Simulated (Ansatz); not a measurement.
CH7FGeSi can be A, `F[CH]([SiH3])[GeH3]`, or B, `C[SiH](F)[GeH3]`.

Gas-phase electronic energies from Ansatz, PBE0-D4/def2-TZVP geometries. CCSD(T)/CBS is the MP2 limit (def2-TZVPP, def2-QZVPP) plus CCSD(T) − MP2 in def2-TZVPP, frozen cores. DFT in def2-TZVPP. B3LYP here is the variant with VWN-RPA as its local correlation; programs differ in this. For Ge outer-core shells are correlated without core-valence functions, which leaves a few kJ/mol of doubt a bond. Scalar relativity is left out up to krypton.

Which is lower in electronic energy at CCSD(T)/CBS, and by how much? (An estimate is asked.)

Ansatz gave: B, by 286.3 kJ/mol.

Give E(B) − E(A) in kJ/mol with B2PLYP, ωB97M-V, PBE0-D4, CCSD(T)/def2-TZVPP, HF/def2-TZVPP, MP2/def2-TZVPP, B3LYP-D4. (Best estimate.)

The calculation gave: B2PLYP -284.8, ωB97M-V -280.6, PBE0-D4 -283.5, CCSD(T)/def2-TZVPP -281.2, HF/def2-TZVPP -285.3, MP2/def2-TZVPP -290.7, B3LYP-D4 -279.7. None reverses the order clearly.

Largest T1 diagnostic: 0.012.

From PBE to PBE0 (25 % exact exchange), in def2-TZVPP and without D4, E(B) − E(A) moves by −7.4 kJ/mol.
